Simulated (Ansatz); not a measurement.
Bond stretch in GaMg (anion, charge -1), lowest triplet found (which spin is the ground state isn't settled by this scan).

Levels: ROCCSD = CCSD on ROHF/aug-cc-pVDZ, cores with 3d frozen (Ansatz, a program for electronic structure); UMP2 = MP2 on UHF/aug-cc-pVDZ, cores with 3d frozen in Ansatz; UKS-PBE = unrestricted PBE/aug-cc-pVDZ run with Ansatz; FCI = full CI/aug-cc-pVDZ, cores with 3d frozen (Ansatz).

Energies relative to the lowest point of each curve between 2.30 and 3.30 Å, where full CI is lowest, in mEh:

| R / Å | ROCCSD | UMP2 | UKS-PBE |
|---|---|---|---|
| 1.91 | 106.3 | 105.4 | 93.7 |
| 2.03 | 67.4 | 66.7 | 57.3 |
| 2.19 | 34.0 | 33.6 | 27.1 |
| 2.30 | 19.7 | 19.5 | 14.6 |
| 2.40 | 11.0 | 11.0 | 7.4 |
| 2.60 | 2.1 | 2.3 | 0.8 |
| 2.66 | 1.0 | 1.2 | 0.2 |
| 2.73 | 0.2 | 0.4 | 0.0 |
| 2.82 | 0.0 | 0.0 | 0.5 |
| 2.95 | 2.7 | 0.4 | 2.1 |
| 3.11 | 2.4 | 2.7 | 4.9 |
| 3.30 | 3.4 | 2.7 | 8.3 |

**Question.** Predict the corresponding FCI column.

**Answer.** 1.91: 106.1; 2.03: 67.0; 2.19: 33.3; 2.30: 19.0; 2.40: 10.3; 2.60: 1.7; 2.66: 0.6; 2.73: 0.0; 2.82: 0.0; 2.95: 1.1; 3.11: 3.3; 3.30: 6.6 (mEh).

The scan ran from 1.91 to 9.00 Å; beyond the distances shown full CI changes its symmetry label. The T1 diagnostic of CCSD on the restricted reference of ROCCSD exceeds 0.045 at 1.91 to 2.95 Å. Where the anion isn't bound against loss of the electron, the finite basis alone holds it. The unrestricted determinant behind UMP2 is spin-contaminated at 1.91 to 3.11 Å (<S²> up to 2.7, against 2.00 for a pure triplet).
